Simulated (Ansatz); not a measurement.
Born–Oppenheimer molecular dynamics of CH₅AlClF₂N (11 atoms, charge 0, multiplicity 1). It starts from a rough guess of a transition structure, not a stationary point.

Level of theory: UHF/6-31G (Ansatz).

* ensemble: NVE (velocity Verlet)
* time step: 0.5 fs
* steps asked: 150
* starting velocities drawn for: 600 K
* seed: 917248

Frames 0.5 fs apart, positions in Å, forces in eV/Å.

Velocities at 55 fs (Å/ps):

```
Al 6.08 -7.71 6.73
N -2.31 -4.57 9.52
C -9.02 12.05 1.35
F -7.20 -12.16 -3.24
F 3.51 10.36 9.56
H -80.51 5.06 -3.71
Cl 3.98 3.20 -11.41
H -41.20 2.04 -10.71
H -35.88 -9.59 -29.17
H 38.16 20.62 -8.05
H 25.67 29.70 5.22
```

```xyz
11
Properties=species:S:1:pos:R:3:forces:R:3 time_fs=55 energy_less_start_eV=-1.162 T=1601
Al -0.563 1.194 -0.772 -0.33 0.51 0.94
N -0.124 0.167 0.997 -5.30 -3.43 -7.03
C 0.109 -1.266 0.494 -3.40 0.47 -0.14
F -2.003 0.375 -1.210 0.76 -0.03 0.01
F -0.872 2.683 -0.038 -0.06 0.25 0.05
H 0.535 0.416 1.491 9.90 3.86 5.25
Cl 1.168 1.359 -2.156 -0.33 -0.43 0.32
H -0.800 0.297 1.691 -2.64 -0.64 0.05
H -0.191 -1.956 1.284 0.81 -0.05 -0.36
H -0.710 -1.277 -0.236 0.66 -1.22 0.09
H 1.042 -1.488 -0.021 -0.08 0.70 0.82
11
Properties=species:S:1:pos:R:3:forces:R:3 time_fs=55.5 energy_less_start_eV=-0.974 T=1454
Al -0.560 1.190 -0.768 -0.48 0.67 0.91
N -0.126 0.165 1.001 -7.38 -4.00 -7.98
C 0.104 -1.260 0.495 -2.52 0.37 -0.12
F -2.007 0.369 -1.211 0.93 0.07 0.08
F -0.871 2.688 -0.033 -0.02 0.02 -0.05
H 0.506 0.423 1.496 11.43 4.57 6.63
Cl 1.170 1.360 -2.162 -0.38 -0.43 0.37
H -0.824 0.298 1.686 -2.26 -0.72 -0.32
H -0.208 -1.960 1.269 0.85 -0.04 -0.29
H -0.691 -1.268 -0.240 0.26 -1.20 -0.25
H 1.055 -1.472 -0.018 -0.44 0.68 1.04
11
Properties=species:S:1:pos:R:3:forces:R:3 time_fs=56 energy_less_start_eV=-1.236 T=1663
Al -0.557 1.187 -0.765 -0.63 0.82 0.87
N -0.129 0.162 1.004 -6.26 -3.17 -6.35
C 0.099 -1.254 0.496 -1.62 0.26 -0.03
F -2.010 0.363 -1.213 1.08 0.16 0.14
F -0.869 2.693 -0.029 0.03 -0.21 -0.14
H 0.505 0.441 1.516 9.50 3.92 5.47
Cl 1.172 1.362 -2.168 -0.43 -0.44 0.42
H -0.853 0.296 1.680 -1.64 -0.78 -0.73
H -0.223 -1.965 1.253 0.88 -0.05 -0.20
H -0.670 -1.262 -0.245 -0.16 -1.15 -0.63
H 1.067 -1.455 -0.012 -0.74 0.64 1.19
11
Properties=species:S:1:pos:R:3:forces:R:3 time_fs=56.5 energy_less_start_eV=-1.682 T=2027
Al -0.554 1.183 -0.761 -0.77 0.96 0.82
N -0.133 0.158 1.006 -3.39 -1.38 -3.21
C 0.093 -1.248 0.496 -0.78 0.13 0.10
F -2.014 0.357 -1.214 1.23 0.25 0.20
F -0.867 2.699 -0.024 0.06 -0.42 -0.23
H 0.527 0.469 1.549 5.66 2.30 2.77
Cl 1.174 1.363 -2.174 -0.47 -0.44 0.47
H -0.886 0.293 1.672 -0.90 -0.81 -1.10
H -0.236 -1.970 1.237 0.89 -0.06 -0.10
H -0.650 -1.259 -0.251 -0.57 -1.10 -1.02
H 1.077 -1.436 -0.003 -0.97 0.56 1.30
11
Properties=species:S:1:pos:R:3:forces:R:3 time_fs=57 energy_less_start_eV=-1.950 T=2255
Al -0.551 1.179 -0.758 -0.89 1.11 0.78
N -0.138 0.154 1.007 -0.78 0.45 -0.29
C 0.087 -1.242 0.497 -0.05 -0.01 0.21
F -2.017 0.351 -1.216 1.37 0.34 0.26
F -0.865 2.704 -0.019 0.10 -0.62 -0.31
H 0.562 0.502 1.589 2.03 0.61 0.19
Cl 1.176 1.365 -2.179 -0.52 -0.45 0.51
H -0.921 0.287 1.661 -0.12 -0.79 -1.37
H -0.247 -1.976 1.220 0.88 -0.08 0.01
H -0.631 -1.258 -0.259 -0.91 -1.02 -1.34
H 1.084 -1.416 0.009 -1.11 0.46 1.34
11
Properties=species:S:1:pos:R:3:forces:R:3 time_fs=57.5 energy_less_start_eV=-1.950 T=2262
Al -0.548 1.176 -0.754 -1.00 1.24 0.73
N -0.142 0.150 1.008 0.80 1.82 1.69
C 0.081 -1.236 0.498 0.49 -0.14 0.26
F -2.020 0.345 -1.217 1.50 0.42 0.32
F -0.864 2.709 -0.014 0.13 -0.80 -0.39
H 0.602 0.536 1.630 -0.55 -0.67 -1.57
Cl 1.178 1.366 -2.185 -0.56 -0.45 0.56
H -0.957 0.280 1.648 0.60 -0.74 -1.51
H -0.255 -1.981 1.204 0.85 -0.09 0.13
H -0.615 -1.260 -0.271 -1.11 -0.93 -1.54
H 1.089 -1.395 0.024 -1.16 0.35 1.33
11
Properties=species:S:1:pos:R:3:forces:R:3 time_fs=58 energy_less_start_eV=-1.775 T=2119
Al -0.546 1.172 -0.750 -1.09 1.37 0.68
N -0.147 0.146 1.009 1.50 2.72 2.79
C 0.076 -1.229 0.498 0.82 -0.28 0.19
F -2.022 0.339 -1.219 1.62 0.50 0.37
F -0.862 2.714 -0.010 0.16 -0.98 -0.46
H 0.641 0.569 1.667 -2.16 -1.51 -2.58
Cl 1.180 1.368 -2.190 -0.61 -0.46 0.61
H -0.991 0.272 1.630 1.22 -0.65 -1.54
H -0.262 -1.987 1.188 0.81 -0.10 0.24
H -0.601 -1.264 -0.286 -1.15 -0.83 -1.55
H 1.091 -1.373 0.043 -1.12 0.22 1.26
11
Properties=species:S:1:pos:R:3:forces:R:3 time_fs=58.5 energy_less_start_eV=-1.537 T=1919
Al -0.543 1.169 -0.746 -1.18 1.49 0.62
N -0.151 0.143 1.011 1.68 3.26 3.29
C 0.070 -1.223 0.499 0.93 -0.42 -0.02
F -2.025 0.333 -1.220 1.73 0.57 0.42
F -0.860 2.718 -0.005 0.19 -1.14 -0.53
H 0.674 0.598 1.697 -3.12 -2.04 -3.09
Cl 1.181 1.369 -2.196 -0.65 -0.47 0.66
H -1.022 0.261 1.609 1.68 -0.53 -1.46
H -0.267 -1.992 1.173 0.76 -0.10 0.35
H -0.590 -1.270 -0.305 -1.03 -0.70 -1.37
H 1.091 -1.350 0.064 -1.00 0.07 1.14
11
Properties=species:S:1:pos:R:3:forces:R:3 time_fs=59 energy_less_start_eV=-1.311 T=1726
Al -0.541 1.166 -0.742 -1.25 1.60 0.56
N -0.155 0.140 1.014 1.62 3.57 3.40
C 0.065 -1.217 0.500 0.85 -0.58 -0.35
F -2.027 0.327 -1.222 1.83 0.64 0.47
F -0.858 2.723 -0.001 0.21 -1.29 -0.59
H 0.701 0.623 1.720 -3.69 -2.36 -3.32
Cl 1.183 1.371 -2.201 -0.69 -0.47 0.70
H -1.049 0.249 1.585 1.99 -0.39 -1.27
H -0.269 -1.999 1.158 0.70 -0.09 0.44
H -0.581 -1.278 -0.328 -0.78 -0.56 -1.02
H 1.088 -1.327 0.088 -0.78 -0.08 0.97
11
Properties=species:S:1:pos:R:3:forces:R:3 time_fs=59.5 energy_less_start_eV=-1.131 T=1573
Al -0.538 1.163 -0.739 -1.32 1.70 0.48
N -0.159 0.138 1.017 1.47 3.72 3.27
C 0.059 -1.211 0.501 0.64 -0.77 -0.73
F -2.030 0.322 -1.223 1.93 0.71 0.53
F -0.856 2.728 0.004 0.24 -1.43 -0.65
H 0.718 0.641 1.735 -4.02 -2.56 -3.38
Cl 1.185 1.372 -2.207 -0.73 -0.48 0.75
H -1.071 0.237 1.557 2.13 -0.22 -1.01
H -0.271 -2.005 1.144 0.63 -0.05 0.52
H -0.574 -1.287 -0.352 -0.46 -0.40 -0.55
H 1.083 -1.304 0.115 -0.50 -0.23 0.77
11
Properties=species:S:1:pos:R:3:forces:R:3 time_fs=60 energy_less_start_eV=-1.012 T=1471
Al -0.536 1.160 -0.735 -1.39 1.78 0.40
N -0.162 0.137 1.020 1.35 3.78 2.99
C 0.054 -1.205 0.501 0.38 -0.97 -1.11
F -2.031 0.316 -1.224 2.01 0.78 0.57
F -0.854 2.732 0.008 0.26 -1.55 -0.70
H 0.726 0.654 1.742 -4.22 -2.68 -3.36
Cl 1.186 1.373 -2.212 -0.77 -0.48 0.80
H -1.089 0.223 1.527 2.11 -0.04 -0.67
H -0.270 -2.011 1.132 0.55 0.00 0.57
H -0.568 -1.297 -0.379 -0.13 -0.23 -0.03
H 1.077 -1.282 0.143 -0.15 -0.38 0.53
11
Properties=species:S:1:pos:R:3:forces:R:3 time_fs=60.5 energy_less_start_eV=-0.957 T=1423
Al -0.534 1.157 -0.731 -1.44 1.87 0.31
N -0.165 0.136 1.024 1.28 3.76 2.60
C 0.049 -1.200 0.501 0.11 -1.20 -1.46
F -2.033 0.310 -1.226 2.09 0.84 0.62
F -0.852 2.736 0.012 0.28 -1.67 -0.74
H 0.723 0.660 1.742 -4.31 -2.75 -3.27
Cl 1.188 1.374 -2.217 -0.81 -0.49 0.85
H -1.101 0.210 1.496 1.92 0.15 -0.27
H -0.268 -2.018 1.121 0.47 0.07 0.60
H -0.563 -1.308 -0.405 0.17 -0.05 0.48
H 1.071 -1.261 0.173 0.23 -0.52 0.29
```

Of the whole run (75 fs, mean temperature of the second half 1614 K): The conserved energy stayed within 2.7 meV per atom of its start (net change 0.83 meV per atom), so there is no drift, though single steps change it by up to 29 meV in the whole system, a sign of fast motions only just resolved. The kinetic energy rose, since the run started high on the potential surface and went downhill. A run of 0.075 ps of so small a system gives no equilibrium averages. The orbitals were unrestricted but ended closed-shell. Limits of this set-up: no polarisation functions.

The run took 12 min on 1 thread of Arm Neoverse N1, on a shared host, peak memory 0.21 GiB.
